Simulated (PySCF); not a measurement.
Dipole response of Co⁺ (cobalt, charge +1)

[Ar] 3d8, high-spin 3F determinant. All numbers are calculated (PySCF 2.14, the spin-free X2C one-electron Hamiltonian (Gaussian nucleus), in aug-cc-pVTZ-DK (8s7p5d3f2g, 93 functions)). Coupled (time-dependent) response in atomic units; α is the mean over directions.

```json
{"method": "r2SCANh", "mean α (bohr³)": "8.812", "C₆ (like pair)": "30.14", "S(−4)": "85.13"}
```

S(−4) is the Cauchy moment in α(ω) = α(0) + S(−4) ω² + …

α(iu) at r2SCANh:

| u (hartree) | α(iu) (bohr³) |
| --- | --- |
| 0 | 8.812 |
| 0.0500 | 8.607 |
| 0.100 | 8.075 |
| 0.200 | 6.693 |
| 0.300 | 5.524 |
| 0.500 | 4.091 |
| 0.750 | 3.132 |
| 1.00 | 2.524 |
| 1.50 | 1.751 |
| 2.00 | 1.287 |
| 3.00 | 0.7855 |
| 5.00 | 0.3866 |

A single London oscillator, α(iu) = α/(1 + u²/ω²), gives C₆ = (3/4) ω α². Matching the computed C₆ needs ω = 4 × 30.14 / (3 × 8.812²) = 0.518 hartree.

For an ion, C₆ is the dispersion term alone; charge-induced terms of lower order in 1/R come first.
